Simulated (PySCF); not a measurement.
C$_{2}$H$_{4}$, charge +1, doublet, at a GFN2-xTB geometry (a state made from the parent by changing its charge; the spin is typed, not shown lowest); DF-PBE/3-21G (PySCF).

Here is a job for PySCF.
```python
from pyscf import gto, scf, dft

mol = gto.M(
    atom='''
C    -0.013632   -0.006417    0.653353
C     0.013632    0.006417   -0.653353
H     0.209687    0.853950    1.296494
H    -0.263229   -0.879152    1.269606
H    -0.209794    0.879219   -1.279475
H     0.263336   -0.854018   -1.286625
''',
    basis='3-21g',
    charge=1,
    spin=1,
    verbose=4,
    max_memory=1800,
)

mf = dft.UKS(mol)
mf.xc = 'pbe'
mf = mf.density_fit(auxbasis='def2-universal-jkfit')
mf.kernel()
```

Output, abridged:

```
PySCF version 2.14.0

[INPUT] verbose = 4
[INPUT] num. atoms = 6
[INPUT] num. electrons = 15
[INPUT] charge = 1
[INPUT] spin (= nelec alpha-beta = 2S) = 1
[INPUT] symmetry False subgroup None
[INPUT] Mole.unit = angstrom
[INPUT] Symbol           X                Y                Z      unit          X                Y                Z       unit  Magmom
[INPUT]  1 C     -0.013632000000  -0.006417000000   0.653353000000 AA   -0.025760746530  -0.012126372541   1.234658232663 Bohr   0.0
[INPUT]  2 C      0.013632000000   0.006417000000  -0.653353000000 AA    0.025760746530   0.012126372541  -1.234658232663 Bohr   0.0
[INPUT]  3 H      0.209687000000   0.853950000000   1.296494000000 AA    0.396251001882   1.613731624072   2.450018582142 Bohr   0.0
[INPUT]  4 H     -0.263229000000  -0.879152000000   1.269606000000 AA   -0.497430718043  -1.661356501864   2.399207626105 Bohr   0.0
[INPUT]  5 H     -0.209794000000   0.879219000000  -1.279475000000 AA   -0.396453202577   1.661483113514  -2.417857333228 Bohr   0.0
[INPUT]  6 H      0.263336000000  -0.854018000000  -1.286625000000 AA    0.497632918738  -1.613860125449  -2.431368875019 Bohr   0.0

nuclear repulsion = 33.4353531292251
number of shells = 18
number of NR pGTOs = 42
number of NR cGTOs = 26
basis = 3-21g
ecp = {}

******** <class 'pyscf.df.df_jk.DFUKS'> ********
method = DFUKS
initial guess = minao
damping factor = 0
level_shift factor = 0
DIIS = <class 'pyscf.scf.diis.CDIIS'>
diis_start_cycle = 1
diis_space = 8
diis_damp = 0
SCF conv_tol = 1e-09
SCF conv_tol_grad = None
SCF max_cycles = 50
direct_scf = False
number electrons alpha = 8  beta = 7
XC library pyscf.dft.libxc version 7.1.2
    S. Lehtola, C. Steigemann, M. J. T. Oliveira, and M. A. L. Marques,  SoftwareX 7, 1–5 (2018)
XC functionals = pbe
    J. P. Perdew, K. Burke, and M. Ernzerhof,  Phys. Rev. Lett. 77, 3865 (1996)
    J. P. Perdew, K. Burke, and M. Ernzerhof,  Phys. Rev. Lett. 78, 1396 (1997)
    J. P. Perdew, K. Burke, and M. Ernzerhof,  Phys. Rev. Lett. 77, 3865 (1996)
    J. P. Perdew, K. Burke, and M. Ernzerhof,  Phys. Rev. Lett. 78, 1396 (1997)
radial grids:
    Treutler-Ahlrichs [JCP 102, 346 (1995); DOI:10.1063/1.469408] (M4) radial grids

becke partition: Becke, JCP 88, 2547 (1988); DOI:10.1063/1.454033
pruning grids: <function nwchem_prune>
grids dens level: 3
symmetrized grids: False
atomic radii adjust function: <function treutler_atomic_radii_adjust>
small_rho_cutoff = 0
Set gradient conv threshold to 3.16228e-05
tot grids = 67472
init E= -77.9658057735695

cycle= 1 E= -77.6527933308562  delta_E= 0.313  |g|= 0.0502  |ddm|= 1.49
cycle= 2 E= -77.6540735488468  delta_E= -0.00128  |g|= 0.046  |ddm|= 0.22
cycle= 3 E= -77.6552419117814  delta_E= -0.00117  |g|= 0.0077  |ddm|= 0.0591
cycle= 4 E= -77.6552782988478  delta_E= -3.64e-05  |g|= 0.0006  |ddm|= 0.00859
cycle= 5 E= -77.6552788041918  delta_E= -5.05e-07  |g|= 0.000199  |ddm|= 0.00152
cycle= 6 E= -77.6552788419449  delta_E= -3.78e-08  |g|= 1.72e-05  |ddm|= 0.000473
cycle= 7 E= -77.6552788424236  delta_E= -4.79e-10  |g|= 3.41e-06  |ddm|= 5.7e-05
Extra cycle  E= -77.6552788424167  delta_E= 6.86e-12  |g|= 5.27e-06  |ddm|= 1.05e-05
converged SCF energy = -77.6552788424167  <S^2> = 0.75233618  2S+1 = 2.0023348
```
